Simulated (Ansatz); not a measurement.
CH$_{5}$GeNO (`C[O][Ge][NH2]`), relaxed with RKS PBE0-D4/def2-TZVP in Ansatz 0.2.0 from a PBE-D4/def2-SVP geometry. The force threshold is 0.005 eV/Å; the program also tests the step.

Total charge 0; spin multiplicity 1.

Start:

```xyz
9

C     0.238   -1.687    0.377
O    -0.193   -0.358    0.196
Ge    0.854    0.874   -0.660
N    -0.393    2.200   -0.453
H     1.246   -1.896   -0.059
H     0.289   -1.937    1.462
H    -0.480   -2.398   -0.092
H    -0.272    3.157   -0.789
H    -1.290    2.043    0.018
```

Q: By how much does the energy fall, and how many steps does the optimiser take? (Best estimate.)

A: The calculation gave: 0.05 eV, in 6 steps.

Q: Which bonds change most? (Estimate.)

A: Computed: O2–Ge3 from 1.830 to 1.798 Å; Ge3–N4 from 1.832 to 1.812 Å; C1–H6 from 1.114 to 1.095 Å; C1–H7 from 1.114 to 1.095 Å.

Q: Give the relaxed structure. (An estimate is asked.)

A: Ansatz gave: 
```xyz
9

C     0.240   -1.680    0.375
O    -0.201   -0.359    0.202
Ge    0.823    0.851   -0.647
N    -0.392    2.181   -0.448
H     1.234   -1.859   -0.057
H     0.289   -1.921    1.442
H    -0.463   -2.374   -0.098
H    -0.255    3.117   -0.788
H    -1.276    2.044    0.019
```
